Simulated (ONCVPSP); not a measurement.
# N: one change to an ONCV potential, before and after

ONCVPSP 4.0.1 input, shortened (lines: element, Z, core and valence counts, functional; n l f; lmax; l rc ep ncon nbas qcut; lloc lpopt rc5 dvloc0; l nproj debl; icmod fcfact rcfact), PBE, scalar-relativistic:

```
  N 7.00    1    2        4      upf
    1    0    2.00
    2    0    2.00
    2    1    3.00
    1
    0    0.80    0.00    3    8    9.20
    1    1.85    0.00    3    8    7.90
    0    5    0.80    0.00
    0    0    3.60
    1    2    1.20
    4    0.40    0.00
```

Change: s: qcut 11; p: qcut 9.4.

Cutoffs: the cutoffs (Ha) at which the residual kinetic energy of the hardest occupied pseudo-wave falls to 1 and 0.1 mHa per electron; they do not see the model core or the augmentation charge, which bear on the density cutoff. Errors are all-electron minus pseudo energies relative to the spin-unpolarised reference configuration.

**Question.** How do hardness, ghosts and transferability respond?

**Answer.** The potential gets neither clearly harder nor softer (31 Ha and 39 Ha → 33 Ha and 41 Ha); the s channel sets the loose cutoff, while the largest relative change is in p, which becomes harder; of the 3 tests that both files solve, the error grows in 0 and shrinks in 3 by more than 15 % and 0.3 meV (median size 321.1 → 212.8 meV); neither file shows a bound ghost.

```csv
quantity,base,changed
"cutoff, loose",31 Ha,33 Ha
"cutoff, tight",39 Ha,41 Ha
loose cutoff by channel,"s 31 Ha, p 19 Ha","s 33 Ha, p 23 Ha"
bound ghosts,none,none
GHOST(+) flags under 300 eV,none,none
tests with a reliable result,3 of 4,3 of 4
"error for 2s2 2p2, meV [ΔE 13.59 eV]",+40,+26
"error for 2s2 2p1, meV [ΔE 42.44 eV]",+321,+213
"error for 2s2 2p0, meV [ΔE 89.53 eV]",+1230,+827
s: phases at 0.81 bohr within 0.05 rad from the reference energy up to (Ha; the scan ends near 5),to the end of the scan,to the end of the scan
p: phases at 1.88 bohr within 0.05 rad from the reference energy up to (Ha; the scan ends near 5),to the end of the scan,to the end of the scan
"rms error of d²Exc/dni dnj with the model core, mHa",1.29,1.07
```
